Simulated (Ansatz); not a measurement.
## A rate constant, worked out

An elementary step of SiNH$_{3}$Cl$_{2}$, closed shell (SiCl₂ + NH₃ → SiNH₃Cl₂ ([NH2][SiH]([Cl])[Cl]); H–N broken or loosened, Si–H, Si–N formed or tightened). The start structure is the complex of the reactants, bound by 0.99 eV, and the electronic barrier above it is 1.976 eV by CCSD(T) at an estimated basis limit (MP2 extrapolated from triple and quadruple zeta, plus CCSD(T) − MP2 in triple zeta). Program: Ansatz 0.2.0. Basis: def2-TZVPP and def2-QZVPP. Cores are frozen in the correlated methods. Extrapolation: Hartree–Fock as exp(−7.88 √X), correlation as X^−2.97. Harmonic wavenumbers at PBE0-D4/def2-TZVP (Ansatz 0.2.0), in cm⁻¹:

Start: 136, 162, 185, 237, 391, 440, 453, 719, 725, 1260, 1630, 1633, 3453, 3577, 3596.

Saddle: 1547i, 138, 172, 258, 264, 498, 527, 627, 717, 735, 1099, 1512, 1874, 3473, 3616.

(1) Work out the transition-state-theory rate constant at 900 K from these numbers alone (harmonic vibrations; rotation, path degeneracy and anharmonicity left out), and the Wigner tunnelling factor. Use 1 cm⁻¹ = 1.2398 × 10⁻⁴ eV and k_B = 8.617 × 10⁻⁵ eV/K.

The T1 diagnostic stays at or below 0.013. The restricted Hartree–Fock reference is unstable towards an unrestricted one at one or more of these structures.

Answers

(1) Zero-point energies, half the sums: start 18597/2 cm⁻¹ = 1.1529 eV; saddle, real modes only, 15510/2 cm⁻¹ = 0.9615 eV.
Barrier with zero-point energy: 1.976 + 0.9615 − 1.1529 = 1.7846 eV.
k_BT = 0.07756 eV, so the barrier is 23.01 k_BT.
Vibrational partition functions from the zero-point level, ln q = −Σ ln(1 − exp(−hν/k_BT)): start 8.803, saddle 7.909.
k = (k_BT/h) exp(ln q‡ − ln q) exp(−E0/k_BT), with log₁₀(k_BT/h in s⁻¹) = 13.27: log₁₀ k = 13.27 + (-0.894 − 23.01)/2.3026 = 2.89, so k ≈ 8 × 10^(2) s⁻¹.
Wigner factor: 1 + (hν‡/k_BT)²/24 = 1 + (2.47)²/24 = 1.25. A change of 1 kcal/mol (0.043 eV) in the barrier would change k by a factor of 1.7 at this temperature.

Losses and insertions of silylenes and their heavier kin drive the gas-phase chemistry of silicon and germanium vapour deposition.

Labels in which every atom is bracketed show which atoms are joined, not bond orders.

For scale, one of the runs: CCSD(T)/def2-TZVPP, 199 basis functions, launched by `ansatz run in.yaml --threads 4 --pin off --events-out ev --progress --plain --max-ram 9574MiB`. Time: 43 s of wall clock on 4 CPU threads of an Arm Neoverse V1; the host was shared. Peak host memory: 2.2 GiB.
